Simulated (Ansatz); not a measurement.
Relaxation of the cluster Al₂Si₂ with RKS PBE-D4/def2-TZVP.

```sh
$ ansatz run in.yaml --threads 4 --pin off --events-out ev --progress --plain --max-ram 3916MiB
```

```yaml
crystal:
  periodic: [false, false, false]
  atoms:
    - {symbol: Al, position_ang: [0.753120, -0.990850, 0.230740]}
    - {symbol: Al, position_ang: [-0.753440, 0.991780, -0.227520]}
    - {symbol: Si, position_ang: [-1.639290, -1.207920, 0.167110]}
    - {symbol: Si, position_ang: [1.639600, 1.206980, -0.170330]}
basis:
  gaussian: {orbitals: def2-TZVP}
hamiltonian: {xc: pbe, dispersion: d4}
scf: {lower_state_search: "off"}
output: {orbitals: {seedname: orbitals}}
relax: {f_tol: 0.02, max_steps: 100}
```

It took 4.9 s on 4 threads of Arm Neoverse V2 on a shared host.

Positions (Å) and forces (eV/Å) at steps 1, 2, 3, 4, 5 of 5:

```xyz
4
step=1 energy=-28931.6340 eV
Al    0.753   -0.991    0.231   -0.393    0.113   -0.036
Al   -0.753    0.992   -0.228   -0.003   -0.408    0.084
Si   -1.639   -1.208    0.167   -0.775   -0.568    0.076
Si    1.640    1.207   -0.170    1.172    0.862   -0.124
4
step=2 energy=-28931.8162 eV
Al    0.699   -0.935    0.218    0.352   -0.224    0.060
Al   -0.714    0.925   -0.212   -0.120    0.394   -0.083
Si   -1.738   -1.280    0.177   -0.087   -0.063    0.008
Si    1.753    1.290   -0.182   -0.145   -0.107    0.015
4
step=3 energy=-28931.8266 eV
Al    0.714   -0.946    0.221    0.109   -0.030    0.011
Al   -0.721    0.942   -0.216    0.001    0.110   -0.021
Si   -1.732   -1.276    0.176   -0.104   -0.076    0.010
Si    1.739    1.280   -0.181   -0.006   -0.005    0.000
4
step=4 energy=-28931.8277 eV
Al    0.721   -0.948    0.222   -0.015    0.021   -0.005
Al   -0.721    0.949   -0.217    0.015   -0.020    0.005
Si   -1.741   -1.283    0.177    0.026    0.019   -0.003
Si    1.741    1.282   -0.182   -0.027   -0.020    0.003
4
step=5 energy=-28931.8279 eV
Al    0.720   -0.947    0.221    0.001    0.000    0.000
Al   -0.720    0.948   -0.217    0.000    0.000    0.000
Si   -1.739   -1.281    0.177   -0.001    0.000    0.000
Si    1.739    1.280   -0.181    0.000    0.000    0.000
```

At PBE-D4/def2-TZVP a triplet of charge 0 lies 0.30 eV below the restricted singlet, each at its own geometry. The structure comes from a short search, and lower isomers may exist.
